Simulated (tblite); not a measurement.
C4H6NO4S (charge -1).
SMILES with atom numbers: `[O:1]=[CH:2][NH:3][C@@H:4]1[CH2:5][C@@H:6]1[S:7](=[O:8])(=[O:9])[O-:10]` (hydrogens: H11 on C2; H12 on N3; H13 on C4; H14, H15 on C5; H16 on C6)

Structure used (GFN2-xTB), in Å, numbered top down from 1:
```
atom  x, y, z in Å
O1     3.2318   -0.0213    0.6513
C2     2.3142    0.7810    0.6674
N3     1.0727    0.5855    0.2438
C4     0.5943   -0.6621   -0.2485
C5    -0.2995   -0.6593   -1.4577
C6    -0.8624   -0.9460   -0.1067
S7    -1.8853    0.3807    0.6159
O8    -3.2235    0.1398    0.1017
O9    -1.2925    1.6395    0.1228
O10   -1.7509    0.2144    2.0539
H11    2.4581    1.8139    1.0463
H12    0.2989    1.2752    0.3153
H13    1.3248   -1.4563   -0.1294
H14   -0.5654    0.3038   -1.8678
H15   -0.2030   -1.4542   -2.1851
H16   -1.2198   -1.9256    0.1653
```

Method: GFN2-xTB as coded in tblite; computed harmonic values from a numerical Hessian at the method's own geometry, unscaled. Errors from tens to a few hundred cm⁻¹ against measured bands are possible. One conformer, not necessarily the lowest.

Harmonic wavenumbers (cm⁻¹): 32.0, 77.0, 133.8, 180.1, 228.6, 261.4, 281.1, 332.8, 434.7, 455.9, 470.8, 500.2, 562.6, 671.1, 729.8, 847.2, 850.6, 866.7, 920.7, 943.2, 969.3, 994.9, 1039.6, 1057.8, 1072.3, 1097.7, 1125.7, 1165.1, 1182.6, 1236.3, 1262.3, 1347.3, 1389.9, 1432.7, 1470.2, 1744.8, 2727.4, 2889.9, 3017.6, 3049.1, 3080.2, 3093.9.

A = 2538, B = 764.9, C = 689.2 MHz; mass 164.002 u (most abundant isotopes); point group C1, symmetry number 1.

Q: What is the zero-point energy?

A: ½Σν̃ = 23613 cm⁻¹ = 282.48 kJ/mol.

Q: What is S at 273.15 K and 1 bar for an ideal gas of classical rigid rotors and harmonic oscillators?

A: Translation 170.64, rotation 123.86, vibration 102.34: S = 396.8 J/(mol K).

Q: And Cp and H(273.15 K) − H(0)?

A: Cp = 143.57 J/(mol K), of which vibrations give 110.31 (their classical limit is 42 R = 349.2); H(273.15 K) − H(0) = 23.90 kJ/mol without the zero-point energy, 14.82 from vibrations.

Q: Blend soft modes into free rotors: weight 1/[1 + (100 cm⁻¹/ν̃)⁴] for the oscillator and the rest for a rotor with moment μB/(μ + B), μ = h/(8π²ν), B = 10⁻⁴⁴ kg m². What vibrational entropy results?

A: 93.11 J/(mol K) in place of 102.34, which changes −T·S at 273.15 K by +2.52 kJ/mol.

Q: What must be added to the electronic energy to get the Gibbs energy at 273.15 K and 1 bar?

A: ZPE + [H(273.15 K) − H(0)] − T·S = 282.48 + 23.90 − 108.40 = 197.98 kJ/mol.

Q: How do the functions run with temperature in this model?

A: 
```json
{"T (K)": "150", "S (J/(mol K))": "327.5", "Cp (J/(mol K))": "93.3", "H − H(0) (kJ/mol)": "9.34", "G − H(0) (kJ/mol)": "-39.78", "ln q(vib)": "2.87"}
{"T (K)": "250", "S (J/(mol K))": "384.6", "Cp (J/(mol K))": "134.0", "H − H(0) (kJ/mol)": "20.69", "G − H(0) (kJ/mol)": "-75.45", "ln q(vib)": "5.23"}
{"T (K)": "298.15", "S (J/(mol K))": "409.9", "Cp (J/(mol K))": "153.8", "H − H(0) (kJ/mol)": "27.62", "G − H(0) (kJ/mol)": "-94.58", "ln q(vib)": "6.38"}
{"T (K)": "400", "S (J/(mol K))": "460.6", "Cp (J/(mol K))": "192.6", "H − H(0) (kJ/mol)": "45.31", "G − H(0) (kJ/mol)": "-138.94", "ln q(vib)": "8.83"}
{"T (K)": "600", "S (J/(mol K))": "550.1", "Cp (J/(mol K))": "248.2", "H − H(0) (kJ/mol)": "89.83", "G − H(0) (kJ/mol)": "-240.24", "ln q(vib)": "13.59"}
{"T (K)": "900", "S (J/(mol K))": "660.9", "Cp (J/(mol K))": "296.3", "H − H(0) (kJ/mol)": "172.25", "G − H(0) (kJ/mol)": "-422.52", "ln q(vib)": "20.27"}
```

q(vib) and H(0) count from the zero-point level.

Q: Which modes carry the vibrational entropy at 273.15 K?

A: 32.0 cm⁻¹: 23.13; 77.0 cm⁻¹: 15.87; 133.8 cm⁻¹: 11.39; 180.1 cm⁻¹: 9.06; 228.6 cm⁻¹: 7.25; 261.4 cm⁻¹: 6.28 J/(mol K); the other 36 give 29.35 together.

Hindered rotation and anharmonicity are outside this model. Other conformers, if any are populated, would add a mixing term that is left out. The structure is chiral; the term R ln 2 for an equal mix with its mirror image is left out.
